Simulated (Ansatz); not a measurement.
`[CH3][AlH][SiH3]` and `CO[CH2][AlH][SiH3]` differ in one atom or group.

Ansatz, PBE0-D4/def2-TZVP geometries, multiplicity 1. Each molecule was computed in one conformer, which needn't be the lowest.

```tsv
property	`[CH3][AlH][SiH3]`
HOMO energy (B3LYP/def2-TZVPP) / eV	-7.16
LUMO energy (PBE/def2-TZVPP) / eV	-2.50
HOMO–LUMO gap (PBE0/def2-TZVPP) / eV	5.61
HOMO energy (PBE/def2-TZVPP) / eV	-6.27
HOMO–LUMO gap (PBE/def2-TZVPP) / eV	3.77
HOMO–LUMO gap (B3LYP/def2-TZVPP) / eV	5.23
```

Task: Give the same properties after the change, and the shifts. (Estimate.)

Result: Computed: 
```
                             property  `CO[CH2][AlH][SiH3]`  shift
  HOMO energy (B3LYP/def2-TZVPP) / eV                 -6.46   0.70
    LUMO energy (PBE/def2-TZVPP) / eV                 -2.57  -0.07
 HOMO–LUMO gap (PBE0/def2-TZVPP) / eV                  4.84  -0.77
    HOMO energy (PBE/def2-TZVPP) / eV                 -5.33   0.94
  HOMO–LUMO gap (PBE/def2-TZVPP) / eV                  2.76  -1.01
HOMO–LUMO gap (B3LYP/def2-TZVPP) / eV                  4.46  -0.77
```

With PBE0 the HOMO rises by 0.69 eV and the LUMO falls by 0.08 eV, so the gap narrows by about 0.77 eV. PBE moves the HOMO by 0.94 eV and ωB97M-V by 0.48 eV.

B3LYP here is the variant with VWN-RPA as its local correlation; programs differ in this.
